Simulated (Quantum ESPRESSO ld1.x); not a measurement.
Problem. Species: In XLVII. Configuration: [He] 2s1. All-electron calculation, scalar-relativistic Kohn-Sham, LDA (Slater exchange, Perdew-Zunger correlation), spin-polarised, spherical densities, point nucleus; open shells are filled with parallel spins first. Program: ld1.x of Quantum ESPRESSO 7.5. Some entries of the table are withheld. Estimate them.

orbital  occ.  eigenvalue (eV)  <r> (bohr)
1s up       1       -32277.563     0.02958
1s down     1       -32261.493     0.02957
2s up       1              (1)         (2)
2s down     0              (3)         (4)

Solution. 
(1) 2s up eigenvalue (eV): -7878.668
(2) 2s up <r> (bohr): 0.1203
(3) 2s down eigenvalue (eV): -7806.542
(4) 2s down <r> (bohr): 0.1204
